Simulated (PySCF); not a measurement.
Job for PySCF: D3(BJ) and D4 dispersion corrections on AsBH6 (a complex).

```python
from pyscf import gto
from pyscf.dispersion import dftd3, dftd4

mol = gto.M(
    atom='''
    B    -0.00516141   -0.05976899    0.62956386
    H    -0.86617620    0.77755847    0.57872414
    H    -0.35291625   -1.18244247    0.37704423
    H     1.06645547    0.26575107    0.19284969
    As    0.37495410   -0.17239571    2.68248411
    H    -0.74710526   -0.56229442    3.61428149
    H     0.84764340    1.06376583    3.40895728
    H     1.42331354   -1.13762316    3.18106561
    ''',
    basis='def2-svp',
    charge=0, spin=0, verbose=0, max_memory=1800)
d3, d4 = {}, {}
for xc in ['hf', 'pbe', 'blyp', 'revpbe', 'tpss', 'r2scan', 'b3lyp', 'pbe0', 'bhlyp', 'camb3lyp', 'b2plyp']:
    d3[xc] = float(dftd3.DFTD3Dispersion(mol, xc=xc, version='d3bj', atm=False).get_dispersion()['energy'])
    print(f'D3(BJ) {xc:10s} {d3[xc]:14.8f} Eh')
for xc in ['hf', 'pbe', 'blyp', 'revpbe', 'tpss', 'r2scan', 'b3lyp', 'pbe0', 'bhlyp', 'camb3lyp', 'b2plyp']:
    d4[xc] = float(dftd4.DFTD4Dispersion(mol, xc={'camb3lyp': 'cam-b3lyp'}.get(xc, xc), atm=True).get_dispersion()['energy'])
    print(f'D4     {xc:10s} {d4[xc]:14.8f} Eh')
```

The log:

```
D3(BJ) hf            -0.04101718 Eh
D3(BJ) pbe           -0.00462271 Eh
D3(BJ) blyp          -0.01013473 Eh
D3(BJ) revpbe        -0.01172180 Eh
D3(BJ) tpss          -0.00584901 Eh
D3(BJ) r2scan        -0.00122759 Eh
D3(BJ) b3lyp         -0.00832262 Eh
D3(BJ) pbe0          -0.00400778 Eh
D3(BJ) bhlyp         -0.00673338 Eh
D3(BJ) camb3lyp      -0.00366344 Eh
D3(BJ) b2plyp        -0.00394599 Eh
D4     hf            -0.01573639 Eh
D4     pbe           -0.00420932 Eh
D4     blyp          -0.00943503 Eh
D4     revpbe        -0.01342045 Eh
D4     tpss          -0.00568323 Eh
D4     r2scan        -0.00097496 Eh
D4     b3lyp         -0.00683305 Eh
D4     pbe0          -0.00350620 Eh
D4     bhlyp         -0.00518716 Eh
D4     camb3lyp      -0.00353255 Eh
D4     b2plyp        -0.00290389 Eh
```

The run finished.

Cost: about 0.03 core-seconds (a rough figure).
